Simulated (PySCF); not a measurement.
PySCF input (M06-2X/def2-TZVPD):

```python
from pyscf import gto, scf, dft

mol = gto.M(
    atom='''
    C    -2.18910078    0.36274567   -0.13749745
    C    -0.85669185   -0.17408258    0.19336649
    O     0.20280012    0.60195138   -0.20872666
    C     1.46079626    0.11001104   -0.09343908
    O     1.74930725   -0.97526355    0.32005058
    H    -2.38110981    0.35651994   -1.22010480
    H    -2.96252823   -0.23797715    0.34043826
    H    -2.29666517    1.39838329    0.19785954
    H    -0.63268146   -1.19496681    0.45831838
    H     2.16610394    0.87249321   -0.44168239
    ''',
    basis='def2-tzvpd',
    charge=0,
    spin=1,
    verbose=4,
)

mf = dft.UKS(mol, xc='m062x').density_fit(auxbasis='def2-universal-jkfit')
mf.grids.level = 4
mf.conv_tol = 1e-9
mf.max_cycle = 100
mf.max_memory = 1500
mf.kernel()
if not mf.converged:
    mf = mf.newton()
    mf.kernel(mf.make_rdm1())
for _ in range(2):
    mo, _, stable, _ = mf.stability(return_status=True)
    if stable:
        break
    mf.kernel(mf.make_rdm1(mo, mf.mo_occ))
mf.analyze()
```

End of the output:

```
Extra cycle  E= -267.712833781309  delta_E= -1.02e-10  |g|= 1.15e-05  |ddm|= 2.81e-05
converged SCF energy = -267.712833781309  <S^2> = 0.75542606  2S+1 = 2.0054187
uhf_internal: lowest eigs of H = [0.29037867 0.35415216 0.36016872]
<class 'pyscf.df.df_jk.DFUKS'> wavefunction is stable in the internal stability analysis
**** SCF Summaries ****
Total Energy =                        -267.712833781309371
Nuclear Repulsion Energy =             168.223380212222139
One-electron Energy =                 -696.886524724806691
Two-electron Energy =                  260.950310731275181
Two-electron Coulomb Energy =          296.138737208744374
DFT Exchange-Correlation Energy =      -35.188426477469221
HOMO-LUMO gap [eV] =                     6.013403961818225
**** MO energy ****
                             alpha | beta                alpha | beta
MO #1   energy= -19.6998944440946  | -19.6991431808341  occ= 1 | 1
MO #2   energy= -19.6359452482545  | -19.6352313301147  occ= 1 | 1
MO #3   energy= -10.6824376793442  | -10.6822865269889  occ= 1 | 1
MO #4   energy= -10.6047107675394  | -10.5972075049682  occ= 1 | 1
MO #5   energy= -10.5463034941283  | -10.5468997733565  occ= 1 | 1
MO #6   energy= -1.25767761390092  | -1.25256778196223  occ= 1 | 1
MO #7   energy= -1.1678127402967   | -1.16425080070504  occ= 1 | 1
MO #8   energy= -0.887374108386936 | -0.870018557111276 occ= 1 | 1
MO #9   energy= -0.77600686863839  | -0.770419841313625 occ= 1 | 1
MO #10  energy= -0.666232470685884 | -0.647678892144652 occ= 1 | 1
MO #11  energy= -0.63223329842803  | -0.628907513838219 occ= 1 | 1
MO #12  energy= -0.574215004286331 | -0.568761551316445 occ= 1 | 1
MO #13  energy= -0.570097906776789 | -0.550040343774083 occ= 1 | 1
MO #14  energy= -0.505325901844365 | -0.496435573808354 occ= 1 | 1
MO #15  energy= -0.495034949219632 | -0.48123414567973  occ= 1 | 1
MO #16  energy= -0.481289449928016 | -0.47914117316596  occ= 1 | 1
MO #17  energy= -0.442235196064978 | -0.437586067310133 occ= 1 | 1
MO #18  energy= -0.432650213665146 | -0.41975822483903  occ= 1 | 1
MO #19  energy= -0.378132603842953 | -0.376542956686862 occ= 1 | 1
MO #20  energy= -0.246343797167022 | -0.0253552757665148 occ= 1 | 0
MO #21  energy= 0.0158522659676818 | 0.0123251303894902 occ= 0 | 0
MO #22  energy= 0.0292628061043524 | 0.0296890932284246 occ= 0 | 0
MO #23  energy= 0.03059490161117   | 0.0366399457742939 occ= 0 | 0
MO #24  energy= 0.0417096301976664 | 0.0403169326191355 occ= 0 | 0
MO #25  energy= 0.0605859154918884 | 0.0635617536989065 occ= 0 | 0
MO #26  energy= 0.064434609488786  | 0.0662978194280344 occ= 0 | 0
MO #27  energy= 0.074974737714467  | 0.0737790342777307 occ= 0 | 0
MO #28  energy= 0.0912858945724557 | 0.087752350048971  occ= 0 | 0
MO #29  energy= 0.0947734733570356 | 0.0971826660511161 occ= 0 | 0
MO #30  energy= 0.110887001420848  | 0.109044900854435  occ= 0 | 0
MO #31  energy= 0.11486708106936   | 0.112471976492456  occ= 0 | 0
MO #32  energy= 0.131287877939832  | 0.127650674408192  occ= 0 | 0
MO #33  energy= 0.13455468375615   | 0.131119420739507  occ= 0 | 0
MO #34  energy= 0.152664807440437  | 0.154274007212234  occ= 0 | 0
MO #35  energy= 0.173113809610239  | 0.172967237153471  occ= 0 | 0
MO #36  energy= 0.183778380170227  | 0.184035312831258  occ= 0 | 0
MO #37  energy= 0.195017704669072  | 0.187754535460364  occ= 0 | 0
MO #38  energy= 0.198092658842394  | 0.194300307363591  occ= 0 | 0
MO #39  energy= 0.204699047471341  | 0.205075664993719  occ= 0 | 0
MO #40  energy= 0.218461417324931  | 0.218299024337977  occ= 0 | 0
MO #41  energy= 0.239098109832606  | 0.233638206034604  occ= 0 | 0
MO #42  energy= 0.242147373626584  | 0.236533966683838  occ= 0 | 0
MO #43  energy= 0.248650508357114  | 0.244869395277223  occ= 0 | 0
MO #44  energy= 0.257799646707974  | 0.250514702510838  occ= 0 | 0
MO #45  energy= 0.261550249325263  | 0.258454539514481  occ= 0 | 0
MO #46  energy= 0.274287594607237  | 0.273310514739254  occ= 0 | 0
MO #47  energy= 0.286416403381109  | 0.279111426382288  occ= 0 | 0
MO #48  energy= 0.28704503197401   | 0.283851135063195  occ= 0 | 0
MO #49  energy= 0.294166363362568  | 0.291865845540564  occ= 0 | 0
MO #50  energy= 0.30209431182404   | 0.30134123851187   occ= 0 | 0
MO #51  energy= 0.307741389197007  | 0.307373619149469  occ= 0 | 0
MO #52  energy= 0.318868375084818  | 0.320217122652906  occ= 0 | 0
MO #53  energy= 0.330496711934214  | 0.326076318403861  occ= 0 | 0
MO #54  energy= 0.335208510796245  | 0.333593433860313  occ= 0 | 0
MO #55  energy= 0.341122831150432  | 0.334883930242907  occ= 0 | 0
MO #56  energy= 0.350129774318073  | 0.345210505394317  occ= 0 | 0
MO #57  energy= 0.35906143721861   | 0.354932487032826  occ= 0 | 0
MO #58  energy= 0.366071197777609  | 0.361959109461689  occ= 0 | 0
MO #59  energy= 0.367990686870973  | 0.36732003008733   occ= 0 | 0
MO #60  energy= 0.380395262206404  | 0.371836430179711  occ= 0 | 0
MO #61  energy= 0.393368913744904  | 0.382787310761118  occ= 0 | 0
MO #62  energy= 0.398020290281139  | 0.397012863466761  occ= 0 | 0
MO #63  energy= 0.410579835078599  | 0.405758642509295  occ= 0 | 0
MO #64  energy= 0.413114211921319  | 0.411377427182647  occ= 0 | 0
MO #65  energy= 0.423582727760371  | 0.421453868038141  occ= 0 | 0
MO #66  energy= 0.435828764140308  | 0.421829878789171  occ= 0 | 0
MO #67  energy= 0.442421769849615  | 0.433772948521429  occ= 0 | 0
MO #68  energy= 0.448738738094693  | 0.440009010163338  occ= 0 | 0
MO #69  energy= 0.472956721788092  | 0.46736167331253   occ= 0 | 0
MO #70  energy= 0.482204374484506  | 0.470444514329745  occ= 0 | 0
MO #71  energy= 0.485888321291938  | 0.478282799672062  occ= 0 | 0
MO #72  energy= 0.504469492894163  | 0.494108447602892  occ= 0 | 0
MO #73  energy= 0.507263123345733  | 0.495249860179166  occ= 0 | 0
MO #74  energy= 0.528420428787273  | 0.518058007647157  occ= 0 | 0
MO #75  energy= 0.540805604671271  | 0.534533552675592  occ= 0 | 0
MO #76  energy= 0.55625034161026   | 0.538848781706791  occ= 0 | 0
MO #77  energy= 0.567325691837263  | 0.561731258820862  occ= 0 | 0
MO #78  energy= 0.568374418358317  | 0.565098911911072  occ= 0 | 0
MO #79  energy= 0.59790790202837   | 0.584034158608418  occ= 0 | 0
MO #80  energy= 0.60985866758537   | 0.601126958441022  occ= 0 | 0
MO #81  energy= 0.613583023842135  | 0.60418637291975   occ= 0 | 0
MO #82  energy= 0.626867632755263  | 0.616963044653904  occ= 0 | 0
MO #83  energy= 0.642838231125444  | 0.637389254843723  occ= 0 | 0
MO #84  energy= 0.659514570548321  | 0.65391343211478   occ= 0 | 0
MO #85  energy= 0.66084528747353   | 0.658886198184836  occ= 0 | 0
MO #86  energy= 0.701177546474097  | 0.699552611566937  occ= 0 | 0
MO #87  energy= 0.705931044223109  | 0.702919836242176  occ= 0 | 0
MO #88  energy= 0.725181726055177  | 0.716905194940657  occ= 0 | 0
MO #89  energy= 0.727151792960769  | 0.724553133377557  occ= 0 | 0
MO #90  energy= 0.738994867387447  | 0.730344132827601  occ= 0 | 0
MO #91  energy= 0.746725425520809  | 0.743717904229195  occ= 0 | 0
MO #92  energy= 0.754426220043711  | 0.750455590822739  occ= 0 | 0
MO #93  energy= 0.768423840771063  | 0.76224850547926   occ= 0 | 0
MO #94  energy= 0.779611107392176  | 0.774128228309121  occ= 0 | 0
MO #95  energy= 0.801059441927052  | 0.792792168816561  occ= 0 | 0
MO #96  energy= 0.829325095306374  | 0.825469314722126  occ= 0 | 0
MO #97  energy= 0.8379694096242    | 0.832623469988166  occ= 0 | 0
MO #98  energy= 0.860510241863455  | 0.854418277977544  occ= 0 | 0
MO #99  energy= 0.88179373748158   | 0.877454140176578  occ= 0 | 0
MO #100 energy= 0.902258674621986  | 0.899398172297308  occ= 0 | 0
MO #101 energy= 0.920469081971671  | 0.917477415175731  occ= 0 | 0
MO #102 energy= 0.940557821437698  | 0.938735582967408  occ= 0 | 0
MO #103 energy= 0.945628908497368  | 0.942407122130524  occ= 0 | 0
MO #104 energy= 0.960444700926218  | 0.959388930805078  occ= 0 | 0
[...]
```

It need not be the lowest isomer of its formula.
